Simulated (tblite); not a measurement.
Species: C7H6Cl (doublet state).
SMILES with atom numbers: `[CH3:1][c:2]1[cH:3][cH:4][c:5][cH:6][c:7]1[Cl:8]` (hydrogens: H9, H10, H11 on C1; H12 on C3; H13 on C4; H14 on C6)

The geometry is computed with GFN2-xTB (gas phase). This method treats the open shell by occupation alone, without spin polarisation.

Question: What internal coordinates does the optimisation give?

Answer: 
```json
{"bond": "C1–C2", "length (pm)": "149.8"}
{"bond": "C2–C3", "length (pm)": "138.8"}
{"bond": "C3–C4", "length (pm)": "139.3"}
{"bond": "C4–C5", "length (pm)": "136.3"}
{"bond": "C5–C6", "length (pm)": "136.1"}
{"bond": "C6–C7", "length (pm)": "139.4"}
{"bond": "C7–Cl8", "length (pm)": "173.2"}
{"bond": "C2–C7", "length (pm)": "139.3"}
{"bond": "C1–H9, C1–H10, C1–H11", "length (pm)": "108.8"}
{"bond": "C3–H12", "length (pm)": "108.1"}
{"bond": "C4–H13", "length (pm)": "107.8"}
{"bond": "C6–H14", "length (pm)": "107.8"}
```

Bonds in one row agree within 1 pm and their mean is given. A selection of angles:
```json
{"angle": "C2–C1–H9", "degrees": "110.2"}
{"angle": "C2–C1–H10", "degrees": "110.9"}
{"angle": "H9–C1–H10", "degrees": "108.9"}
{"angle": "H9–C1–H11", "degrees": "107.6"}
{"angle": "C1–C2–C3", "degrees": "121.1"}
{"angle": "C1–C2–C7", "degrees": "120.5"}
{"angle": "C3–C2–C7", "degrees": "118.4"}
{"angle": "C2–C3–C4", "degrees": "121.4"}
{"angle": "C2–C3–H12", "degrees": "119.4"}
{"angle": "C4–C3–H12", "degrees": "119.2"}
{"angle": "C3–C4–C5", "degrees": "116.9"}
{"angle": "C3–C4–H13", "degrees": "120.6"}
{"angle": "C5–C4–H13", "degrees": "122.5"}
{"angle": "C4–C5–C6", "degrees": "125.2"}
{"angle": "C5–C6–C7", "degrees": "116.7"}
{"angle": "C5–C6–H14", "degrees": "122.8"}
{"angle": "C7–C6–H14", "degrees": "120.5"}
{"angle": "C6–C7–Cl8", "degrees": "118.7"}
{"angle": "C2–C7–C6", "degrees": "121.4"}
{"angle": "C2–C7–Cl8", "degrees": "119.9"}
```

C7 (carbon bonded to 2 C and Cl) is planar (angles 121.4°, 119.9° and 118.7°, sum 360.0°, 0.00 Å off the plane of its three neighbours). The C–C distances run from 1.361 Å (C5–C6, aromatic) to 1.498 Å (C1–C2, drawn single), a spread of 0.137 Å. C2 (carbon bonded to 3 C) is planar (angles 121.1°, 120.5° and 118.4°, sum 360.0°, 0.00 Å off the plane of its three neighbours). C4 (carbon bonded to 2 C and H) is planar (angles 122.5°, 120.6° and 116.9°, sum 360.0°, 0.00 Å off the plane of its three neighbours). The 8 heavy atoms lie in one plane (0.000 Å rms). Of the pairs four or more bonds apart, H10···H12 is among the closest relative to their van der Waals radii: 2.35 Å, 98 % of the sum of Bondi's values. C3 (carbon bonded to 2 C and H) is planar (angles 121.4°, 119.4° and 119.2°, sum 360.0°, 0.00 Å off the plane of its three neighbours).

Point group: Cs (every atom within 0.08 Å of its image). Its GFN2-xTB frequencies are all real (lowest 106 cm⁻¹).
